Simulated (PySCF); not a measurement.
Species: tert-butylmalononitrile, C₇H₁₀N₂.
Structure used (PBE0-D3(BJ)/def2-SVP), in Å, numbered top down from 1:
```
atom  x, y, z in Å
C1    -0.003   -0.709   -1.583
C2     0.221   -0.085   -0.207
C3     0.931   -1.073    0.719
C4     1.039    1.200   -0.326
C5    -1.160    0.278    0.439
C6    -1.998   -0.903    0.663
N7    -2.628   -1.856    0.844
C8    -1.898    1.274   -0.344
N9    -2.450    2.073   -0.972
H10    0.965   -0.966   -2.038
H11   -0.520   -0.012   -2.260
H12   -0.600   -1.631   -1.513
H13    1.914   -1.332    0.302
H14    0.357   -2.005    0.836
H15    1.093   -0.641    1.719
H16    1.204    1.665    0.659
H17    2.024    0.975   -0.760
H18    0.545    1.938   -0.976
H19   -0.964    0.727    1.430
```

All values: PBE0/pcSseg-1 and PBE0/def2-SVPD (PySCF, non-relativistic), on one gas-phase PBE0-D3(BJ)/def2-SVP geometry that isn't relaxed in the solvent. The solvent is an IEF-PCM continuum (van der Waals radii × 1.2). Specific hydrogen bonds and non-electrostatic terms are outside this model.

Gas phase at PBE0/pcSseg-1: HOMO -9.58 eV, LUMO -0.34 eV, dipole 4.69 D.

Problem. What does the continuum do to the energy, the frontier levels and the dipole at PBE0/pcSseg-1 in dichloromethane and dimethylsulfoxide?

Solution. 
```json
{"solvent": "dichloromethane", "ε": "8.93", "E(solvent) − E(gas) (kJ/mol)": "-31.98", "polarisation term (kJ/mol)": "-38.14", "distortion of the solute (kJ/mol)": "6.16", "HOMO (eV)": "-9.41", "LUMO (eV)": "-0.33", "dipole (D)": "5.80"}
{"solvent": "dimethylsulfoxide", "ε": "46.83", "E(solvent) − E(gas) (kJ/mol)": "-37.46", "polarisation term (kJ/mol)": "-46.04", "distortion of the solute (kJ/mol)": "8.58", "HOMO (eV)": "-9.38", "LUMO (eV)": "-0.34", "dipole (D)": "6.00"}
```

The first energy column is the sum of the next two and covers electrostatics alone. From dichloromethane to dimethylsulfoxide the lowering changes by a factor 1.17, Onsager's factor (ε − 1)/(2ε + 1) by 1.15 and ε itself by 5.2.

Problem. Which radius a makes the point-dipole formula ΔE = −[(ε − 1)/(2ε + 1)]·μ²/a³ give the value in dimethylsulfoxide, with the gas-phase dipole?

Solution. μ = 1.845 au and |ΔE| = 0.01427 Eh give a = 2.58 Å; the farthest nucleus lies 3.27 Å from the centroid of the nuclei, so such a sphere wouldn't even hold the nuclei. The formula assumes a rigid point dipole at the centre of a sphere.

Problem. Which IAO charges (PBE0/pcSseg-1) respond most in dichloromethane (means over atoms taken as equivalent)?

Solution. 
```json
{"atoms": "N7/N9", "environment": "nitrile nitrogen", "gas (e)": "-0.216", "solvent (e)": "-0.267", "change": "-0.051"}
{"atoms": "C6/C8", "environment": "nitrile carbon", "gas (e)": "+0.138", "solvent (e)": "+0.170", "change": "+0.032"}
{"atoms": "H19", "environment": "methine hydrogen", "gas (e)": "+0.202", "solvent (e)": "+0.229", "change": "+0.027"}
{"atoms": "C5", "environment": "sp3 carbon next to a nitrile", "gas (e)": "-0.173", "solvent (e)": "-0.179", "change": "-0.006"}
{"atoms": "C2", "environment": "quaternary sp3 carbon", "gas (e)": "+0.073", "solvent (e)": "+0.076", "change": "+0.003"}
{"atoms": "C1/C3/C4", "environment": "methyl carbon", "gas (e)": "-0.416", "solvent (e)": "-0.418", "change": "-0.002"}
```

Problem. How do the nuclear quadrupole coupling constants eQVzz/h respond in dichloromethane?

Solution. 
```json
{"nucleus": "14N at N7", "Q (barn)": "0.02044", "gas (MHz)": "-4.60", "solvent (MHz)": "-4.31", "η gas": "0.04", "η solvent": "0.07"}
{"nucleus": "14N at N9", "Q (barn)": "0.02044", "gas (MHz)": "-4.60", "solvent (MHz)": "-4.31", "η gas": "0.04", "η solvent": "0.07"}
```

Gas phase at PBE0/def2-SVPD: HOMO -9.60 eV, LUMO -0.40 eV, dipole 4.70 D.

Problem. What does the continuum do to the energy, the frontier levels and the dipole at PBE0/def2-SVPD in dichloromethane and dimethylsulfoxide?

Solution. 
| solvent | ε | E(solvent) − E(gas) (kJ/mol) | polarisation term (kJ/mol) | distortion of the solute (kJ/mol) | HOMO (eV) | LUMO (eV) | dipole (D) |
| --- | --- | --- | --- | --- | --- | --- | --- |
| dichloromethane | 8.93 | -33.37 | -40.11 | 6.74 | -9.42 | -0.41 | 5.90 |
| dimethylsulfoxide | 46.83 | -39.14 | -48.59 | 9.45 | -9.39 | -0.41 | 6.11 |

The atom shares or the degeneracy of the HOMO differ from the gas phase in dichloromethane and dimethylsulfoxide, so that column needn't follow one orbital.

Problem. How does the static polarisability (PBE0/def2-SVPD, frozen core, with the continuum's full static response) change?

Solution. 
```json
{"medium": "gas", "isotropic (au)": "88.8", "principal values (au)": "76.2, 92.6, 97.7", "⟨r²⟩ of the electrons (bohr²)": "1190.6"}
{"medium": "dichloromethane", "isotropic (au)": "115.4", "principal values (au)": "99.6, 118.2, 128.3", "⟨r²⟩ of the electrons (bohr²)": "1192.7"}
{"medium": "dimethylsulfoxide", "isotropic (au)": "121.1", "principal values (au)": "105.2, 123.4, 134.7", "⟨r²⟩ of the electrons (bohr²)": "1193.2"}
```

The isotropic value in dimethylsulfoxide is 1.36 times the gas-phase one; no cavity-field correction is applied. ⟨r²⟩ is taken about the centre of nuclear charge.

On Arm Neoverse V1, one thread, no GPU, shared host with 32 logical CPUs at a one-minute load of 8.5, this took 32 s of wall time and 1.1 GiB of memory at its peak. This is the whole shielding run at PBE0/pcSseg-1 in dimethylsulfoxide, SCF included.
